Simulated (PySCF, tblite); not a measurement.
C4H9FSi.
Cartesian coordinates in Å at the GFN2-xTB level; atoms count from 1:
```xyz
15
C4H9FSi angstrom
F      1.8277    0.1232   -1.4377
C      1.8340    0.4488   -0.0975
C      0.4411    0.3524    0.4841
C     -0.1637   -1.0681    0.4777
C     -1.5867   -0.7466   -0.0222
Si    -1.0461    1.0104   -0.5459
H      2.5322   -0.2483    0.3825
H      2.2273    1.4689   -0.0313
H      0.4847    0.7585    1.4962
H     -0.1354   -1.5649    1.4476
H      0.3626   -1.6945   -0.2414
H     -2.3126   -0.7623    0.7886
H     -1.9442   -1.4263   -0.7915
H     -0.7759    1.2014   -1.9658
H     -1.7495    2.1555    0.0348
```

The calculation used wB97X-D/def2-SVPD in PySCF (dipole) on a GFN2-xTB geometry, gas phase.

Take the most abundant isotopes and a rigid rotor. The values belong to one conformer with, in the numbering `[F:1][CH2:2][C@@H:3]1[CH2:4][CH2:5][SiH2:6]1`, F1–C2–C3–C4 64°, C2–C3–C4–C5 -136°, C3–C4–C5–Si6 13°, C4–C5–Si6–C3 -11°, C2–C3–Si6–C5 130°.

(1) What are A, B and C (cm⁻¹)?

(2) Classify the top.

(3) Is it planar, by Δ = Ic − Ia − Ib?

(4) Give the other two planar moments, Paa and Pbb, and the rms extents of the mass along the axes.

(5) List the rotational levels J(Ka,Kc) to J = 3 (MHz).

(6) Which lines would a microwave search look for?

(7) Estimate the classical rotational partition function at 100 K, 200 K and 500 K.

Results:

(1) Ia = 114.38, Ib = 232.88, Ic = 275.58 u·Å²; 505379 MHz·u·Å²/I gives 4419, 2170 and 1834 MHz, that is A = 0.14739, B = 0.07239, C = 0.06117 cm⁻¹.

(2) An asymmetric top; Ray's κ = -0.740.

(3) Not planar: Δ = Ic − Ia − Ib = -71.68 u·Å². For a rigid frame Δ = −2 Σ m c², so Σ m c² = 35.84 u·Å² lies off the ab plane: 11.08 from hydrogen and 24.76 from heavier atoms. The atom farthest from that plane is 1.86 Å away.

(4) Paa = Σ m a² = (Ib + Ic − Ia)/2 = 197.04 and Pbb = Σ m b² = (Ia + Ic − Ib)/2 = 78.54 u·Å². With the mass M = 104.05 u, the rms extents √(P/M) along a, b and c are 1.38, 0.87, 0.59 Å.

(5) Above 0(0,0):
J = 1: 1(0,1) 4004, 1(1,1) 6252, 1(1,0) 6589
J = 2: 2(0,2) 11977, 2(1,2) 13924, 2(1,1) 14933, 2(2,1) 21678, 2(2,0) 21713
J = 3: 3(0,3) 23852, 3(1,3) 25411, 3(1,2) 27427, 3(2,2) 33690, 3(2,1) 33863, 3(3,1) 45794, 3(3,0) 45796
The levels of one J sum to (2J + 1)J(J + 1)(A + B + C)/3.

(6) The dipole components are |μa| = 0.69 D, |μb| = 0.64 D, |μc| = 1.49 D. Intensities carry the squares of the components, which stand as 0.21 : 0.19 : 1.00 (a : b : c). Some lines, for components of 0.1 D or more:

```
type  branch         J(Ka,Kc)    MHz  lower level (cm⁻¹)
   b       Q  1(1,0) ← 1(0,1)   2585               0.134
   a       R  1(0,1) ← 0(0,0)   4004               0.000
   c       Q  5(2,4) ← 5(1,4)   4901               2.159
   b       Q  2(2,0) ← 2(1,1)   6780               0.498
   a       R  2(0,2) ← 1(0,1)   7973               0.134
   a       R  3(1,3) ← 2(1,2)  11487               0.464
   c       Q  4(3,2) ← 4(2,2)  11693               1.674
   c       R  2(2,0) ← 1(1,0)  15124               0.220
   b       R  4(1,4) ← 3(0,3)  16839               0.796
   a       R  5(1,5) ← 4(1,4)  19049               1.357
   b       R  4(2,3) ← 3(1,2)  22253               0.915
   c       R  3(3,1) ← 2(2,1)  24115               0.723
   c       R  4(2,3) ← 3(1,3)  24268               0.848
   b       R  5(2,3) ← 4(1,4)  30039               1.357
   c       R  4(4,0) ← 3(3,0)  32936               1.528
   c       R  4(4,1) ← 3(3,1)  32938               1.528
```

(7) Point group C1, symmetry number σ = 1; q = (√π/σ)·√((kT/h)³/(ABC)), k/h = 20836.6 MHz/K: 40200 at 100 K, 114000 at 200 K, 449000 at 500 K.

Its GFN2-xTB frequencies are all real (lowest 70 cm⁻¹). These are rigid-rotor constants of the computed structure; measured ground-state constants (B0) also hold zero-point vibration.
